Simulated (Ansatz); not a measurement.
Program: Ansatz. Geometries: PBE0-D4/def2-TZVP. ΔE: electronic, gas phase. CCSD(T)/CBS is the MP2 limit (def2-TZVPP, def2-QZVPP) plus CCSD(T) − MP2 in def2-TZVPP, frozen cores. This one scheme is used for every species. DFT in def2-TZVPP. For Ti outer-core shells are correlated without core-valence functions, which leaves a few kJ/mol of doubt a bond. Scalar relativity is left out up to krypton. Each species was taken in one conformer, which may not be the lowest.

Reaction (ligand exchange at a Ti–O bond): `[CH3][Ti]12345678([OH])([C@H]9[C@@H]1[C@@H]2[C@@H]3[C@H]94)[C@H]1[C@@H]5[C@@H]6[C@@H]7[C@H]18` + HCl → `[CH3][Ti]12345678([Cl])([C@H]9[C@@H]1[C@@H]2[C@@H]3[C@H]94)[C@H]1[C@@H]5[C@@H]6[C@@H]7[C@H]18` + H₂O

CCSD(T)/CBS gives -0.64 eV.

**Question.** Another level gave -0.57 eV. Which?
A. PBE0/def2-TZVPP
B. CAM-B3LYP/def2-TZVPP
C. PBE-QIDH/def2-TZVPP
D. PBE-D4/def2-TZVPP

**Answer.** A. PBE0 -0.57, CAM-B3LYP -0.44, PBE-D4 -0.51, PBE-QIDH -0.70 eV.

Largest T1 diagnostic among the species: 0.018.

Leaving LDA and LC-ωPBE aside and taking each functional with its dispersion term where it has one, the values, not all of them listed here, spread over 0.24 eV, from PBE-QIDH to BLYP-D4. From BLYP to BHLYP (50 % exact exchange), in def2-TZVPP and without D4, ΔE moves by −0.17 eV.

CCSD(T)/CBS has its own doubt, a few kJ/mol and more with outer-core shells, so smaller differences from it don't rank the levels.
